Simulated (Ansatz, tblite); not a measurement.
Cost and result up the ladder for the cluster LiI2⁻ (the lowest singlet isomer of a short search) (3 atoms). Total charge -1; singlet. Geometry: r2SCAN-D4/def2-TZVPD.

```xyz
3

Li    0.0006   -0.0001    0.0001
I     0.5757    2.2705    1.0065
I    -0.5764   -2.2703   -1.0066
```

Ansatz on 4 threads of Arm Neoverse V2 on a shared host; xTB runs through tblite on one thread. Times are rough, summed over both states, and most runs start from the orbitals of an earlier one. CCSD(T)/def2-TZVPPD serves as the yardstick here, not as an exact answer. Differences are given only for rows in sets of like size (and for xTB, whose basis is part of the method), since another set adds its own error. The other state is a triplet at its own geometry, which has other bonds, so the gap mixes isomer and spin.

In the def2 sets I takes a core potential, while STO-3G treats all electrons; there is no spin–orbit coupling. The xTB rows come from tblite. Correlated methods freeze 8 core orbitals; core or outer-core shells of Li, I are correlated, in sets that lack core-valence functions. In the triplet, I2 and I3 lie 3.23 Å apart (atoms count from 1), so these atoms are partly bonded to each other. At PBE0-D4/def2-TZVPD a singlet of charge -1 lies 3.47 eV below the triplet, each at its own geometry. The structure comes from a short search, and lower isomers may exist.

Correlated methods converge slowly with the basis.

xTB has no spin-polarisation term.

```
                             level  functions  wall time  triplet − singlet (eV)  difference from CCSD(T)/def2-TZVPPD (eV)                    remarks
                          GFN1-xTB         22    0.004 s                    4.19                                      0.43                          –
                          GFN2-xTB         22    0.004 s                    4.83                                      1.07                          –
                         HF/STO-3G         59      0.7 s                    3.92                                         –  HOMO above zero (triplet)
            LDA (SPW92)/def2-TZVPD        135      1.3 s                    3.38                                     -0.38  HOMO above zero (triplet)
                 PBE-D4/def2-TZVPD        135      2.4 s                    3.29                                     -0.46  HOMO above zero (triplet)
                    MP2/def2-TZVPD        135      2.6 s                    3.78                                      0.02                          –
                PBE0-D4/def2-TZVPD        135      3.3 s                    3.47                                     -0.29  HOMO above zero (triplet)
               BHLYP-D4/def2-TZVPD        135        4 s                    3.71                                     -0.05  HOMO above zero (triplet)
                RPA@PBE/def2-TZVPD        135      5.5 s                    3.45                                     -0.31                          –
               PBE-QIDH/def2-TZVPD        135      5.6 s                    3.71                                     -0.05                          –
r2SCAN-D4/def2-TZVPD (with forces)        135      5.7 s                    3.48                                     -0.28  HOMO above zero (triplet)
             r2SCANh-D4/def2-TZVPD        135      6.4 s                    3.53                                     -0.23  HOMO above zero (triplet)
                ωB97M-V/def2-TZVPD        135       12 s                    3.97                                      0.21                          –
               CCSD(T)/def2-TZVPPD        140       44 s                    3.76                                      0.00                          –
```
